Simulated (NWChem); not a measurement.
Species: CH3Si cation

```xyz
5

C     -0.0830     0.0000     1.0446
Si     0.3392     0.0000    -0.6195
H      0.0168    -0.9243     1.6401
H      0.0168     0.9243     1.6401
H     -0.4626     0.0000    -1.8734
```
Atoms are numbered in this order, from 1.

Program: NWChem. Pople sets run with spherical d functions. Structure relaxed at the PBE0/def2-SVP level. Core excitations by TDA in a window of 1s orbitals, non-relativistic and unshifted: absolute energies depend strongly on the exact-exchange share.

What does the run give for C K edge, B3LYP/6-311G**? Quantities: first 1s excitation (eV); dipole oscillator strength of the first; first state with f > 0.002 (eV); dipole oscillator strength of that state.


```json
{
  "first 1s excitation (eV)": "272.3",
  "dipole_oscillator_strength_of_the_first": "0.0499",
  "first state with f > 0.002 (eV)": "272.3",
  "dipole_oscillator_strength_of_that_state": "0.0499"
}
```
